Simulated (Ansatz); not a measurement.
System: sum formula AlBrCl2, charge 0, multiplicity 1. 
Geometry from a B3LYP-D3(BJ)/def2-TZVP (Ansatz, an electronic-structure program) optimisation:
```xyz
4

Cl    -1.4259     1.9076    -0.0725
Al    -0.5191     0.0386    -0.0169
Cl    -1.6937    -1.6756    -0.0290
Br     1.7080    -0.1270     0.0555
```

Quantity: vertical ionisation energy (to the doublet state of charge +1; each state is the SCF solution reached for its spin), in eV. Cores are frozen in the correlated levels unless marked. UHF or UKS for open shells. Spin-orbit coupling is left out. The frozen core is the preceding noble-gas configuration, with the filled d and f shells of earlier blocks. No relativistic terms. Basis-set limits of correlation are two-point, X^-3; Hartree-Fock from the larger set.

```
level             program  vertical ionisation energy (eV)
----------------  -------  -------------------------------
HF/def2-TZVPPD     Ansatz                            10.56
HF/def2-QZVPPD     Ansatz                            10.54
SVWN5/def2-TZVPD   Ansatz                            10.72
PBE/def2-TZVPD     Ansatz                            10.53
```

**Question.** Estimate the value at CCSD(T)/CBS(def2-TZVPPD,def2-QZVPPD) as computed with Ansatz.

**Answer.** 11.60 eV, so PBE/def2-TZVPD differs from it by -1.07 eV.
